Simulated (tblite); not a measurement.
Record of a relaxation.

Compound: C₅H₁₂BF₃O₂.
Bonds: B1–O2, O2–C3, O2–C4, C4–C5, C5–C6, C6–O7, O7–C8, C8–F9, C8–F10, C8–F11. Hydrogens: H12, H13, H14 on B1; H15, H16, H17 on C3; H18, H19 on C4; H20, H21 on C5; H22, H23 on C6.

Computed with GFN2-xTB (tblite), gas phase: L-BFGS steps from a force-field or distance-geometry start until the largest atomic force falls under 0.01 eV/Å. 3 of its 56 geometries are shown.

Step 0: E = -1098.7818 eV, largest atomic force 3.226 eV/Å
```
atom  x, y, z in Å  |  force x, y, z in eV/Å
B1     -2.563   -1.076   -0.204   -1.906  -1.608   0.118
O2     -1.440   -0.093   -0.359    0.624   1.167   0.825
C3     -1.903    1.042   -1.054   -0.388   1.201  -0.828
C4     -0.964    0.297    0.940    0.654  -0.433   1.072
C5      0.477    0.824    0.898    0.199   0.963   0.003
C6      1.433   -0.174    0.239   -0.822  -0.233   0.475
O7      2.749    0.356    0.287    2.183  -1.992  -1.294
C8      3.675   -0.536   -0.299   -0.674   1.260   0.713
F9      3.374   -0.753   -1.639    0.621   0.002   2.061
F10     3.687   -1.754    0.373    0.127   1.755  -1.354
F11     4.928    0.015   -0.229   -1.905  -1.017  -0.158
H12    -2.185   -2.084    0.306    0.435   0.081   0.161
H13    -3.461   -0.619    0.472    0.221   0.165  -0.076
H14    -3.000   -1.377   -1.277    0.176   0.282  -0.147
H15    -1.094    1.779   -1.231   -0.161  -0.339   0.290
H16    -2.743    1.574   -0.515    0.702  -0.671  -0.445
H17    -2.261    0.765   -2.073    0.117  -0.172   0.866
H18    -1.620    1.048    1.432    0.130  -0.298  -0.500
H19    -0.931   -0.574    1.660   -0.386   0.418  -1.126
H20     0.520    1.791    0.348    0.080  -0.549   0.266
H21     0.816    1.036    1.933   -0.192  -0.170  -0.555
H22     1.376   -1.132    0.803    0.111   0.329  -0.351
H23     1.125   -0.328   -0.800    0.055  -0.139  -0.015
```

Step 28: E = -1099.5137 eV, largest atomic force 0.029 eV/Å
```
atom  x, y, z in Å  |  force x, y, z in eV/Å
B1     -2.668   -1.160   -0.180    0.002  -0.003  -0.005
O2     -1.463   -0.019   -0.302   -0.003  -0.017   0.013
C3     -1.884    1.101   -1.060    0.005  -0.008  -0.002
C4     -0.942    0.325    0.975    0.004   0.003   0.013
C5      0.496    0.835    0.891    0.012  -0.007  -0.003
C6      1.390   -0.208    0.233    0.021  -0.002   0.002
O7      2.740    0.300    0.249    0.021   0.020   0.004
C8      3.646   -0.495   -0.281   -0.016   0.008   0.004
F9      3.430   -0.766   -1.583    0.008   0.005  -0.013
F10     3.727   -1.699    0.315    0.012  -0.001   0.010
F11     4.844    0.066   -0.194   -0.027  -0.001   0.000
H12    -2.125   -2.079    0.337   -0.002  -0.004   0.005
H13    -3.523   -0.666    0.483   -0.007   0.004  -0.002
H14    -2.982   -1.368   -1.302   -0.009   0.000  -0.009
H15    -1.054    1.793   -1.210    0.005   0.012  -0.005
H16    -2.717    1.618   -0.574    0.003  -0.007   0.013
H17    -2.220    0.719   -2.021   -0.009   0.009  -0.015
H18    -1.587    1.065    1.463   -0.005   0.021  -0.008
H19    -0.973   -0.596    1.560    0.002  -0.003  -0.003
H20     0.559    1.767    0.327    0.007  -0.006  -0.001
H21     0.859    1.034    1.899    0.002  -0.006  -0.003
H22     1.355   -1.151    0.787   -0.008  -0.011   0.002
H23     1.087   -0.389   -0.804   -0.017  -0.006   0.005
```

Step 55: E = -1099.5149 eV, largest atomic force 0.010 eV/Å
```
atom  x, y, z in Å  |  force x, y, z in eV/Å
B1     -2.679   -1.155   -0.186   -0.003   0.000  -0.001
O2     -1.467   -0.019   -0.303    0.005  -0.003  -0.005
C3     -1.885    1.102   -1.060    0.001  -0.002   0.001
C4     -0.946    0.326    0.974   -0.004  -0.001   0.000
C5      0.499    0.818    0.896    0.002  -0.003   0.000
C6      1.394   -0.229    0.244    0.007  -0.004  -0.002
O7      2.735    0.301    0.239    0.002   0.005  -0.001
C8      3.652   -0.482   -0.289    0.000   0.001   0.001
F9      3.439   -0.766   -1.589   -0.005   0.000   0.006
F10     3.761   -1.679    0.317   -0.002   0.003  -0.002
F11     4.839    0.103   -0.210   -0.002   0.002  -0.005
H12    -2.147   -2.073    0.343   -0.001   0.000  -0.001
H13    -3.539   -0.652    0.466    0.002   0.005   0.001
H14    -2.984   -1.365   -1.310    0.001  -0.004  -0.001
H15    -1.052    1.790   -1.218   -0.002  -0.002   0.005
H16    -2.711    1.624   -0.566    0.007   0.007   0.001
H17    -2.233    0.724   -2.018    0.005   0.002   0.000
H18    -1.580    1.083    1.452   -0.009   0.002   0.004
H19    -0.994   -0.589    1.566    0.006  -0.006  -0.002
H20     0.576    1.748    0.332    0.001  -0.006  -0.005
H21     0.859    1.013    1.906   -0.001   0.006   0.002
H22     1.377   -1.165    0.812   -0.005  -0.002   0.008
H23     1.079   -0.429   -0.785   -0.003   0.001  -0.004
```

Task: Summarise the path.

Result: The energy falls by 16.91 kcal/mol from step 0 to step 55; nine tenths of that is first reached at step 4. It falls at every step. The largest force goes from 3.226 to 0.010 eV/Å. Among the bonds B1–O2 changes most, from 1.500 to 1.665 Å; the atoms move by 0.081 Å rms after alignment.

Task: Follow the three bonds and two angles with the largest change from start to end.

Result: 
```tsv
step	E above end (kcal/mol)	largest force (eV/Å)	B1–O2 (Å)	O7–C8 (Å)	C8–F10 (Å)	O2–B1–H12 (°)	H12–B1–H14 (°)
0	16.91	3.226	1.500	1.413	1.391	111.2	106.6
2	2.56	1.126	1.604	1.302	1.347	107.1	110.7
5	0.72	0.270	1.667	1.324	1.344	104.0	113.8
7	0.45	0.152	1.674	1.318	1.349	103.4	114.4
10	0.27	0.102	1.667	1.318	1.345	104.0	113.7
12	0.22	0.069	1.666	1.318	1.346	104.1	113.5
14	0.16	0.094	1.667	1.317	1.347	103.9	113.5
17	0.09	0.044	1.670	1.317	1.346	103.4	113.6
19	0.07	0.034	1.671	1.317	1.346	103.4	113.7
22	0.05	0.039	1.668	1.317	1.347	103.4	113.7
24	0.04	0.030	1.664	1.317	1.346	103.5	113.6
26	0.04	0.021	1.663	1.317	1.346	103.5	113.6
29	0.02	0.024	1.664	1.317	1.346	103.3	113.5
31	0.02	0.015	1.664	1.317	1.346	103.2	113.6
33	0.02	0.018	1.663	1.317	1.346	103.3	113.6
36	0.02	0.013	1.664	1.317	1.346	103.3	113.7
38	0.01	0.015	1.666	1.317	1.346	103.3	113.7
41	0.01	0.012	1.665	1.317	1.346	103.4	113.6
43	0.01	0.012	1.665	1.317	1.346	103.5	113.5
45	0.01	0.014	1.665	1.317	1.346	103.4	113.5
48	0.01	0.018	1.666	1.317	1.346	103.4	113.6
50	0.00	0.017	1.665	1.317	1.346	103.5	113.6
53	0.00	0.014	1.665	1.317	1.346	103.5	113.6
55	0.00	0.010	1.665	1.317	1.346	103.4	113.6
```

Run on one thread of an Arm Neoverse N1, no GPU, shared host.
